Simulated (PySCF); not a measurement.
C3H4BrF. Atoms are numbered in the order given.

```xyz
9

F     -1.5162     2.2041     0.6799
C     -1.1468     1.1348    -0.0605
C     -1.7587    -0.1901     0.2471
C     -0.3251     0.0896     0.6010
Br     1.0995    -0.7594    -0.3398
H     -0.9332     1.3957    -1.1023
H     -2.4602    -0.2409     1.0844
H     -1.9750    -0.8606    -0.5884
H     -0.0857     0.2443     1.6556
```
Charge 0, spin multiplicity 1.

Geometry: PBE0-D3(BJ)/def2-SVP.

Method: PySCF with PBE0-D3(BJ)/def2-SVP.

Frequencies are harmonic and unscaled.

| mode | ν (cm⁻¹) | IR (km/mol) | Raman (Å⁴/amu) | depolarisation | moving atoms (share of kinetic energy) |
|---|---|---|---|---|---|
| 1 | 203 | 1.7 | 1.9 | 0.72 | C 41 %, F 38 %, Br 14 % |
| 2 | 239 | 4.5 | 1.9 | 0.39 | C 57 %, H 19 %, Br 15 %, F 9 % |
| 3 | 331 | 3.6 | 4.0 | 0.34 | F 36 %, C 33 %, Br 17 %, H 14 % |
| 4 | 437 | 4.9 | 1.7 | 0.74 | H 39 %, C 38 %, F 22 % |
| 5 | 642 | 12.9 | 7.4 | 0.25 | C 53 %, H 38 % |
| 6 | 828 | 11.5 | 6.6 | 0.50 | H 56 %, C 30 %, F 13 % |
| 7 | 917 | 12.1 | 2.0 | 0.75 | C 48 %, H 46 % |
| 8 | 985 | 24.3 | 4.3 | 0.60 | C 60 %, H 39 % |
| 9 | 999 | 16.3 | 5.3 | 0.73 | C 54 %, H 42 % |
| 10 | 1047 | 11.5 | 1.6 | 0.57 | H 72 %, C 27 % |
| 11 | 1081 | 3.7 | 3.2 | 0.72 | H 61 %, C 37 % |
| 12 | 1100 | 8.6 | 2.3 | 0.57 | H 67 %, C 32 % |
| 13 | 1203 | 93.5 | 1.7 | 0.21 | C 53 %, H 29 %, F 18 % |
| 14 | 1220 | 19.4 | 10.6 | 0.20 | H 73 %, C 27 % |
| 15 | 1270 | 2.2 | 7.7 | 0.37 | H 73 %, C 24 % |
| 16 | 1392 | 9.5 | 7.2 | 0.60 | H 81 %, C 18 % |
| 17 | 1488 | 52.9 | 4.2 | 0.38 | C 64 %, H 34 % |
| 18 | 3158 | 0.1 | 104.7 | 0.11 | H 95 % |
| 19 | 3195 | 3.7 | 79.3 | 0.22 | H 92 %, C 8 % |
| 20 | 3221 | 3.1 | 87.1 | 0.23 | H 92 %, C 8 % |
| 21 | 3264 | 0.5 | 59.0 | 0.72 | H 89 %, C 11 % |
